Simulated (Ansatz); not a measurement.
A nudged elastic band was laid between two geometries of CH6Ge (8 atoms, charge 0, multiplicity 1).

These are results of RKS B3LYP-D4/def2-SVP (Ansatz 0.2.0), not measurements.

```json
{
  "movable images": "8",
  "climbing image": "no",
  "spring": "5.0 eV/Å²",
  "optimiser": "quadratic models (default)",
  "start path": "through a guess of the saddle point",
  "force threshold": "0.03 eV/Å",
  "iteration limit": "60",
  "end points": "relaxed"
}
```

First end point:

```xyz
8
Properties=species:S:1:pos:R:3
Ge 0.176 -0.028 0.360
H -0.263 -0.298 1.815
C 2.138 0.031 0.239
H 2.569 -0.929 0.559
H 2.451 0.229 -0.797
H 2.536 0.828 0.884
H -0.432 1.317 -0.096
H -0.385 -1.151 -0.540
```

Last end point:

```xyz
8
Properties=species:S:1:pos:R:3
Ge -0.888 -0.029 0.414
H 1.242 -0.128 1.272
C 2.156 -0.027 0.647
H 2.659 -1.003 0.632
H 1.916 0.286 -0.377
H 2.789 0.730 1.129
H -0.577 1.222 -0.535
H -0.507 -1.052 -0.757
```

Problem. Which bonds break or form, and what moves?

Solution. Bonds broken: Ge1–H2, Ge1–C3. Bonds formed: H2–C3. CH6Ge becomes CH4 + GeH2.

Problem. Give the energies along the band, and the barrier.

Solution. The forces met the threshold. The highest image is number 4 of 0 to 9, 58.4 kcal/mol above the first end and 29.6 kcal/mol above the last; the last end lies 28.8 kcal/mol above the first. No image climbed, so the highest image needn't sit at the top of the path. The orbitals stay closed-shell, which can raise the energy where a bond breaks towards radicals; this wasn't checked here.

| image | path coordinate (Å) | energy (kcal/mol) | Ge1–H2 (Å) | Ge1–C3 (Å) | H2–C3 (Å) |
| --- | --- | --- | --- | --- | --- |
| 0 | 0.00 | 0.0 | 1.54 | 1.97 | 2.89 |
| 1 | 0.35 | 1.9 | 1.54 | 1.95 | 2.68 |
| 2 | 0.71 | 12.2 | 1.52 | 1.95 | 2.37 |
| 3 | 1.06 | 35.9 | 1.50 | 2.06 | 2.04 |
| 4 | 1.41 | 58.4 | 1.52 | 2.28 | 1.76 |
| 5 | 1.77 | 54.7 | 1.64 | 2.44 | 1.44 |
| 6 | 2.12 | 35.1 | 1.84 | 2.63 | 1.17 |
| 7 | 2.47 | 29.3 | 2.09 | 2.90 | 1.12 |
| 8 | 2.83 | 28.8 | 2.30 | 3.05 | 1.11 |
| 9 | 3.18 | 28.8 | 2.30 | 3.05 | 1.11 |

Problem. What is the geometry of the highest image?

Solution. 
```xyz
8
Properties=species:S:1:pos:R:3
Ge -0.273 -0.054 0.387
H 0.698 -0.314 1.530
C 2.003 0.005 0.386
H 2.471 -0.908 0.786
H 2.192 0.100 -0.682
H 2.349 0.887 0.942
H -0.338 1.375 -0.176
H -0.312 -1.090 -0.749
```

Time of the run: 7.2 min on 1 thread of Arm Neoverse V2 (shared host), peak memory 0.15 GiB.
